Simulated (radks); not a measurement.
The zinc ion Zn2+ inside a hard spherical wall (all orbitals vanish at R), configuration held at [Ar] 3d10 and not refilled when levels cross. Method: non-relativistic Kohn-Sham, PBE, spin-unpolarised, spherical densities, point nucleus; computed with a radial shooting solver on a logarithmic mesh with Libxc functionals. Eigenvalues in eV, with the zero of energy where the potential of the charges vanishes at infinity; a dash marks a level that is unbound or too diffuse for the functional's potential to be trusted. A positive occupied level is held by the wall or, in an anion where self-interaction has pushed it up, behind a barrier. The pressure on the wall is -dE/dV.

R (bohr),E (hartree),kinetic (hartree),e(2p),e(3s),e(3p),e(3d),"e(4s, empty)","e(4p, empty)",pressure (GPa)
free,-1778.16302,1776.951,-1018.2,-145.71,-103.07,-31.081,-22.591,-15.537,0
20,-1778.16302,1776.951,-1018.2,-145.71,-103.07,-31.081,-22.591,-15.537,< 0.0001
10,-1778.16302,1776.951,-1018.2,-145.71,-103.07,-31.081,-22.591,-15.536,< 0.0001
7,-1778.16301,1776.951,-1018.2,-145.71,-103.07,-31.081,-22.586,-15.496,0.000412
6,-1778.16297,1776.951,-1018.2,-145.71,-103.07,-31.077,-22.554,-15.348,0.00804
3.5,-1778.13410,1777.172,-1017.1,-144.76,-102.14,-30.154,-18.856,-8.999,13.8
3,-1778.06176,1777.609,-1015.2,-143.26,-100.66,-28.625,-13.709,-2.035,66.5
